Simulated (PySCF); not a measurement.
Input for PySCF: R-B3LYP/6-31G* on NH3 (SMILES N) with ghost functions, monomers drawn apart or pushed together.

```python
from pyscf import gto, scf, dft, mp
from pyscf.data.elements import chemcore

mol = gto.M(
    atom='''
    N    -0.41246894    0.18904168    0.96084620
    H    -0.35981099   -0.69423092    0.46676276
    H    -1.36152978    0.53396089    0.87454400
    H     0.19811306    0.84359086    0.48555377
    ghost-Si    0.81326034   -1.37242700    6.15396259
    ghost-Si    0.93029480    0.96187555    6.31006682
    ghost-H    1.10156000   -2.00264659    7.47135545
    ghost-H    1.80868049   -1.89961920    5.19025209
    ghost-H   -0.54016710   -1.81708123    5.74341789
    ghost-H    1.26416678    1.38590573    7.69718867
    ghost-H   -0.36700885    1.58989912    5.96163021
    ghost-H    1.98302241    1.50882211    5.42051616
    ''',
    basis='6-31g*',
    cart=True,
    charge=0, spin=0, verbose=3, max_memory=1800)
mf = dft.RKS(mol, xc='b3lyp')
mf.conv_tol = 1e-8
mf.max_cycle = 100
mf.kernel()
if not mf.converged:
    mf = mf.newton().run(mf.mo_coeff, mf.mo_occ)
```

### Question
Predict the final total energy.

### Answer
-56.5479 hartree.
